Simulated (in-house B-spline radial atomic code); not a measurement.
A radial electron density 4πr²n(r) was computed for an atom or ion in its tabulated ground configuration with a B-spline radial code for spherical atoms; method: Dirac-Kohn-Sham OLYP, spherical fractional occupations. Columns: r (bohr), 4πr²n(r) (electrons per bohr), bar.

```
  0.0018    1.429 #
 0.00218    2.012 ##
 0.00265    2.834 ##
 0.00323    3.983 ###
 0.00393     5.53 #####
 0.00477    7.565 ######
  0.0058    10.24 ########
 0.00706    13.67 ###########
 0.00858    17.86 ###############
  0.0104    22.73 ###################
  0.0127    28.36 #######################
  0.0154    33.95 ############################
  0.0188    39.25 ################################
  0.0228     43.1 ###################################
  0.0277    44.94 #####################################
  0.0337    44.33 ####################################
   0.041    41.68 ##################################
  0.0499    38.47 ################################
  0.0606    36.98 ##############################
  0.0737    39.04 ################################
  0.0896    44.63 #####################################
   0.109    50.97 ##########################################
   0.133    53.49 ############################################
   0.161    49.31 #########################################
   0.196    39.99 #################################
   0.238    31.86 ##########################
    0.29    30.15 #########################
   0.352    34.07 ############################
   0.428    37.09 ###############################
   0.521    33.57 ############################
   0.633    24.29 ####################
    0.77    14.27 ############
   0.936    7.669 ######
    1.14    4.652 ####
    1.38    3.295 ###
    1.68    2.058 ##
    2.05   0.9331 #
    2.49   0.2999 
    3.03  0.06193 
    3.68 0.007387 
    4.47 0.0004469 
    5.44 1.225e-05
```

Which atom or ion is it?
A. Kr6+
B. Se5+
C. Kr5+
D. Br5+

C. The area under the curve, ∫4πr²n dr = ∫r·4πr²n d(ln r) on this logarithmic grid, is 31 electrons, which only this option has. The configuration is [Ar] 3d10 4s2 4p1.
